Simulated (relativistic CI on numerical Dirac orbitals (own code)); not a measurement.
## Sensitivity of the levels of Nd XI to α and to the nuclear radius

These numbers are calculated, not measured: Dirac-Coulomb-Breit CI, separate exchange-only KLI orbitals for each configuration, derivatives by finite differences, unscaled Slater integrals, QED left out (own radial code, finite nucleus).

CI space (outside the closed core [Kr] 4d10): 4f²5s², 4f5s²5p, 4f²5s5p, 4f5s5p², 4f⁴, 4f³5s, 5s²5p², 5s5p³, 4f²5p², 4f5p³. Double excitations out of closed p, d and f shells are left out; levels of such configurations are missing from the list, as are those of other unlisted configurations, and high levels can miss mixing partners.

With x = (α/α₀)² − 1 an excitation energy changes as ω = ω₀ + qx; K = 2q/ω₀ is the relative enhancement. Terms are leading LS components, so labels can repeat. The field-shift factor is F = δν/δ⟨r²⟩ for the transition from the lowest level.

Lowest level 4f²5s² ³H4.

```
      Level  ω₀ (cm⁻¹)  q (cm⁻¹)       K  F (GHz/fm²)
4f5s²5p ³G3      380.7    -79530    -418         11.9
 4f²5s² ³H5     2871.0      2955    2.06        0.109
4f5s²5p ³F2     3432.2    -64630   -37.7         9.92
4f5s²5p ³F3     5512.6    -65890   -23.9         10.6
 4f²5s² ³H6     5853.6      5513    1.88        0.248
4f5s²5p ³G4     6495.6    -49680   -15.3          8.1
 4f²5s² ³F2     9532.8    -11580   -2.43            2
 4f²5s² ³F3    10996.4     -6621    -1.2         1.63
 4f²5s² ³F4    12238.7    -21880   -3.58         3.98
 4f²5s² ¹G4    14115.8      4997   0.708        0.517
 4f²5s² ¹D2    28627.2     619.6  0.0433        0.774
 5s²5p² ³P0    30127.0    -97770   -6.49         15.3
 4f²5s² ¹I6    35005.3      2611   0.149        0.515
 4f²5s² ³P1    36682.6      -990  -0.054         1.12
 4f²5s² ³P2    38494.2      3121   0.162        0.784
4f5s²5p ³G3    38664.0    -33520   -1.73         8.95
 4f²5s² ³P0    40993.1    -60460   -2.95         9.79
4f5s²5p ³F4    42717.6    -31370   -1.47         9.01
4f5s²5p ³D2    46751.6    -37120   -1.59         9.33
4f5s²5p ³D3    48652.2    -31720    -1.3         9.13
4f5s²5p ³G5    48786.6    -29920   -1.23         9.09
4f5s²5p ³D1    52710.7    -32910   -1.25         8.83
4f5s²5p ¹G4    55862.8    -32210   -1.15         8.86
```

At this charge transitions that keep the count of f electrons are usually good to a few per cent. Terms inside the open d or f shell come out 10 to 20 % too wide with unscaled integrals. Levels and lines within the n = 5 or 6 shells can be off by up to 10 % or somewhat more, and those that change n by about 2 %, since core polarisation is missing. Levels that differ in their count of f electrons can be misplaced by several ten thousand cm⁻¹, since the correlation energy of f electrons is missing or only estimated; rates across such gaps can be off by orders of magnitude.
